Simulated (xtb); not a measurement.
xtb input (GFN2-xTB):

```bash
xtb mol.xyz --gfn 2 --sp --chrg 0 --uhf 0
```
mol.xyz:
```
17

C     -3.19961069    -0.65922978    -1.24557347
C     -2.17577638    -0.37173244    -0.15146587
C     -0.77359183    -0.20404142    -0.70687728
O      0.13380875     0.06087950     0.35474162
Si     1.75082786     0.30011401     0.13082570
N      2.57606647     0.59589596     1.59466396
H     -4.19982183    -0.77633805    -0.82658300
H     -3.23959579     0.15276685    -1.97566413
H     -2.95716546    -1.57793225    -1.78518055
H     -2.44374201     0.53807706     0.39173010
H     -2.16292144    -1.18275759     0.58112798
H     -0.47209503    -1.11482476    -1.24070172
H     -0.75526495     0.62040647    -1.43168411
H      1.93895000     1.47767026    -0.75050690
H      2.32977463    -0.91725608    -0.48691739
H      2.75374969    -0.15068032     2.24766143
H      2.48748029     1.48098650     2.06807751
```

Output:

```
           -------------------------------------------------
          |                Calculation Setup                |
           -------------------------------------------------

           -------------------------------------------------
          |                 G F N 2 - x T B                 |
           -------------------------------------------------

        Reference                      10.1021/acs.jctc.8b01176
      * Hamiltonian:
        H0-scaling (s, p, d)           1.850000    2.230000    2.230000
        zeta-weighting                 0.500000
      * Dispersion:
        s8                             2.700000
        a1                             0.520000
        a2                             5.000000
        s9                             5.000000
      * Repulsion:
        kExp                           1.500000    1.000000
        rExp                           1.000000
      * Coulomb:
        alpha                          2.000000
        third order                    shell-resolved
        anisotropic                    true
        a3                             3.000000
        a5                             4.000000
        cn-shift                       1.200000
        cn-exp                         4.000000
        max-rad                        5.000000

          ...................................................
          :                      SETUP                      :
          :.................................................:
          :  # basis functions                  41          :
          :  # atomic orbitals                  40          :
          :  # shells                           24          :
          :  # electrons                        38          :
          :  max. iterations                   250          :
          :  Hamiltonian                  GFN2-xTB          :
          :  restarted?                      false          :
          :  GBSA solvation                  false          :
          :  PC potential                    false          :
          :  electronic temp.          300.0000000     K    :
          :  accuracy                    1.0000000          :
          :  -> integral cutoff          0.2500000E+02      :
          :  -> integral neglect         0.1000000E-07      :
          :  -> SCF convergence          0.1000000E-05 Eh   :
          :  -> wf. convergence          0.1000000E-03 e    :
          :  Broyden damping             0.4000000          :
          :  net charge                          0          :
          :  unpaired electrons                  0          :
          ...................................................

 iter      E             dE          RMSdq      gap      omega  full diag
   1    -20.9714136 -0.209714E+02  0.512E+00    5.85       0.0  T
   2    -21.0436173 -0.722037E-01  0.285E+00    6.09       1.0  T
   3    -21.0469111 -0.329387E-02  0.179E+00    6.50       1.0  T
   4    -21.0469226 -0.114478E-04  0.651E-01    6.17       1.0  T
   5    -21.0469952 -0.725737E-04  0.487E-01    6.37       1.0  T
   6    -21.0476559 -0.660723E-03  0.116E-01    6.21       1.0  T
   7    -21.0476586 -0.276058E-05  0.523E-02    6.20       1.0  T
   8    -21.0476641 -0.547146E-05  0.991E-03    6.19       2.4  T
   9    -21.0476642 -0.982849E-07  0.417E-03    6.18       5.8  T
  10    -21.0476642 -0.173053E-08  0.206E-03    6.18      11.7  T
  11    -21.0476642 -0.959204E-08  0.541E-04    6.18      44.8  T
  12    -21.0476642 -0.908205E-09  0.177E-04    6.18     136.9  T

   *** convergence criteria satisfied after 12 iterations ***

         #    Occupation            Energy/Eh            Energy/eV
      -------------------------------------------------------------
         1        2.0000           -0.7452881             -20.2803
       ...           ...                  ...                  ...
        13        2.0000           -0.4587805             -12.4841
        14        2.0000           -0.4431730             -12.0594
        15        2.0000           -0.4418534             -12.0234
        16        2.0000           -0.4227650             -11.5040
        17        2.0000           -0.4201555             -11.4330
        18        2.0000           -0.3986952             -10.8490
        19        2.0000           -0.3814968             -10.3811 (HOMO)
        20                         -0.1542132              -4.1964 (LUMO)
        21                         -0.1185187              -3.2251
        22                         -0.1111653              -3.0250
        23                         -0.0247366              -0.6731
        24                          0.0080745               0.2197
       ...                                ...                  ...
        40                          0.7485446              20.3689
      -------------------------------------------------------------
                  HL-Gap            0.2272836 Eh            6.1847 eV
             Fermi-level           -0.2678550 Eh           -7.2887 eV

 SCC (total)                   0 d,  0 h,  0 min,  0.008 sec
 SCC setup                      ...        0 min,  0.000 sec (  1.053%)
 Dispersion                     ...        0 min,  0.000 sec (  1.172%)
 classical contributions        ...        0 min,  0.000 sec (  0.290%)
 integral evaluation            ...        0 min,  0.001 sec ( 14.673%)
 iterations                     ...        0 min,  0.004 sec ( 46.572%)
 molecular gradient             ...        0 min,  0.003 sec ( 35.183%)
 printout                       ...        0 min,  0.000 sec (  0.961%)

         :::::::::::::::::::::::::::::::::::::::::::::::::::::
         ::                     SUMMARY                     ::
         :::::::::::::::::::::::::::::::::::::::::::::::::::::
         :: total energy             -20.814801763553 Eh    ::
         :: gradient norm              0.023986831198 Eh/a0 ::
         :: HOMO-LUMO gap              6.184701262171 eV    ::
         ::.................................................::
         :: SCC energy               -21.047675052510 Eh    ::
         :: -> isotropic ES            0.047615665287 Eh    ::
         :: -> anisotropic ES          0.006807648776 Eh    ::
         :: -> anisotropic XC          0.006270813882 Eh    ::
         :: -> dispersion             -0.009387082116 Eh    ::
         :: repulsion energy           0.232873288957 Eh    ::
         :: add. restraining           0.000000000000 Eh    ::
         :: total charge               0.000000000000 e     ::
         :::::::::::::::::::::::::::::::::::::::::::::::::::::

           -------------------------------------------------
          |                Property Printout                |
           -------------------------------------------------

    * Orbital Energies and Occupations

         #    Occupation            Energy/Eh            Energy/eV
      -------------------------------------------------------------
         1        2.0000           -0.7452881             -20.2803
       ...           ...                  ...                  ...
         7        2.0000           -0.5339575             -14.5297
         8        2.0000           -0.5236901             -14.2503
         9        2.0000           -0.5067928             -13.7905
        10        2.0000           -0.5062409             -13.7755
        11        2.0000           -0.4903525             -13.3432
        12        2.0000           -0.4710961             -12.8192
        13        2.0000           -0.4587805             -12.4841
        14        2.0000           -0.4431730             -12.0594
        15        2.0000           -0.4418534             -12.0234
        16        2.0000           -0.4227650             -11.5040
        17        2.0000           -0.4201555             -11.4330
        18        2.0000           -0.3986952             -10.8490
        19        2.0000           -0.3814968             -10.3811 (HOMO)
        20                         -0.1542132              -4.1964 (LUMO)
        21                         -0.1185187              -3.2251
        22                         -0.1111653              -3.0250
        23                         -0.0247366              -0.6731
        24                          0.0080745               0.2197
        25                          0.0826061               2.2478
        26                          0.1085408               2.9535
        27                          0.1238129               3.3691
        28                          0.1339393               3.6447
        29                          0.1505668               4.0971
        30                          0.1625329               4.4227
       ...                                ...                  ...
        40                          0.7485446              20.3689
      -------------------------------------------------------------
                  HL-Gap            0.2272836 Eh            6.1847 eV
             Fermi-level           -0.2678550 Eh           -7.2887 eV

     #   Z          covCN         q      C6AA      α(0)
     1   6 C        3.750    -0.106    22.590     6.778
     2   6 C        3.800    -0.059    21.634     6.622
     3   6 C        3.743     0.086    19.228     6.256
     4   8 O        1.618    -0.383    20.538     6.117
     5  14 Si       3.484     0.531   100.469    19.434
     6   7 N        2.541    -0.414    30.784     8.240
     7   1 H        0.924     0.043     2.412     2.429
     8   1 H        0.924     0.036     2.503     2.474
     9   1 H        0.924     0.036     2.503     2.474
    10   1 H        0.924     0.046     2.375     2.410
    11   1 H        0.924     0.046     2.375     2.410
    12   1 H        0.924     0.017     2.780     2.607
    13   1 H        0.924     0.017     2.780     2.607
    14   1 H        0.912    -0.100     5.581     3.695
    15   1 H        0.912    -0.100     5.581     3.695
    16   1 H        0.861     0.153     1.382     1.842
    17   1 H        0.861     0.153     1.382     1.842

 Mol. C6AA /au·bohr⁶  :       2673.878121
 Mol. C8AA /au·bohr⁸  :      70754.172369
 Mol. α(0) /au        :         81.931974

Wiberg/Mayer (AO) data.
largest (>0.10) Wiberg bond orders for each atom

 ---------------------------------------------------------------------------
     #   Z sym  total        # sym  WBO       # sym  WBO       # sym  WBO
 ---------------------------------------------------------------------------
     1   6 C    3.995 --     2 C    1.018     8 H    0.987     9 H    0.987
                             7 H    0.987
     2   6 C    3.995 --     1 C    1.018     3 C    1.005    11 H    0.976
                            10 H    0.976
     3   6 C    3.951 --     2 C    1.005     4 O    0.981    12 H    0.977
                            13 H    0.977
     4   8 O    2.239 --     5 Si   1.115     3 C    0.981
     5  14 Si   4.013 --     6 N    1.129     4 O    1.115    14 H    0.878
                            15 H    0.878
     6   7 N    3.183 --     5 Si   1.129    17 H    0.970    16 H    0.970
     7   1 H    0.998 --     1 C    0.987
     8   1 H    0.999 --     1 C    0.987
     9   1 H    0.999 --     1 C    0.987
    10   1 H    0.998 --     2 C    0.976
    11   1 H    0.998 --     2 C    0.976
    12   1 H    1.000 --     3 C    0.977
    13   1 H    1.000 --     3 C    0.977
    14   1 H    0.990 --     5 Si   0.878
    15   1 H    0.990 --     5 Si   0.878
    16   1 H    0.977 --     6 N    0.970
    17   1 H    0.977 --     6 N    0.970
 ---------------------------------------------------------------------------

Topologies differ in total number of bonds
Writing topology from bond orders to xtbtopo.mol

molecular dipole:
                 x           y           z       tot (Debye)
Note: The following floating-point exceptions are signalling: IEEE_UNDERFLOW_FLAG IEEE_DENORMAL
normal termination of xtb
 q only:       -0.091      -0.022      -0.063
   full:       -0.370      -0.053       0.071       0.967
molecular quadrupole (traceless):
                xx          xy          yy          xz          yz          zz
 q only:        1.390       0.840      -1.750       2.661       0.690       0.361
  q+dip:       -4.178      -0.631       1.529       2.786       0.574       2.650
   full:       -3.125      -0.050       0.142       4.235       1.015       2.982

           -------------------------------------------------
          | TOTAL ENERGY              -20.814801763553 Eh   |
          | GRADIENT NORM               0.023986831198 Eh/α |
          | HOMO-LUMO GAP               6.184701262171 eV   |
           -------------------------------------------------

------------------------------------------------------------------------
------------------------------------------------------------------------
 total:
 SCF:
```
